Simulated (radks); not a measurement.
Sr III, configuration [Kr] (the NIST ground configuration).

All-electron calculation, scalar-relativistic Kohn-Sham, r2SCAN, spin-unpolarised, spherical densities, finite nucleus; meta-GGA in the generalised Kohn-Sham scheme; Fermi nuclear charge, rms radius 4.224 fm. Program: a radial shooting solver on a logarithmic mesh with Libxc functionals.

Energy parts (Ry):
part                        energy
total                  -6358.76754
kinetic                 6521.02588
electron-nucleus      -15276.31907
Hartree                 2606.67875
exchange-correlation    -210.15310

Orbitals (lengths in bohr, moments of r in powers of bohr; r(90%) holds 90 % of the orbital's charge):
| orbital | occ. | eigenvalue (Ry) | <r> | r(90%) |
|---|---|---|---|---|
| 1s | 2 | -1175.234 | 0.03917 | 0.0701 |
| 2s | 2 | -160.8112 | 0.1723 | 0.266 |
| 2p | 6 | -142.8345 | 0.1504 | 0.245 |
| 3s | 2 | -26.09811 | 0.4909 | 0.727 |
| 3p | 6 | -20.23106 | 0.4977 | 0.755 |
| 3d | 10 | -10.58136 | 0.4982 | 0.806 |
| 4s | 2 | -4.11235 | 1.357 | 1.99 |
| 4p | 6 | -2.72832 | 1.545 | 2.30 |
| 4d | 0 | -0.90583 | 2.357 | 3.74 |

The highest occupied level is 4p at -37.121 eV. The electron density at the nucleus is 6.193e+04 e/bohr^3 (large components only). For comparison, the ionisation energy in NIST's Atomic Spectra Database is 42.884 eV (measured). In exact Kohn-Sham theory the highest level is minus the ionisation energy, but local and semilocal functionals leave it too shallow, through self-interaction and a potential that decays too fast; potentials with the right tail come closer.
